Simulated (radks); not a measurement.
Spherical quantum dot in the effective-mass picture: electrons in a well V = -V0 / (1 + exp((r - R)/a)) with V0 = 2.22, R = 10.4, a = 0.35, with a point charge +2 (a donor) at the centre, all in effective atomic units (hartree* = m*/eps^2 hartree, bohr* = eps/m* bohr), one dielectric constant everywhere. Calculated with a radial shooting solver with Libxc functionals: non-relativistic Kohn-Sham, LDA (Slater exchange, Perdew-Wang correlation), spin-polarised, spherical densities. Levels are named by radial order and angular momentum (1s, 1p, 1d, 2s, ...), and open shells are averaged over m. At N = 8 the configuration is 1s2 1p(up 3, down 1) 2s2. Does electron 9 go into 1d down or 1p down or 1d up?

Answer. Into 1p down. The total energies of the other choices lie higher by 0.0298 hartree* (1d up), 0.0422 hartree* (1d down).
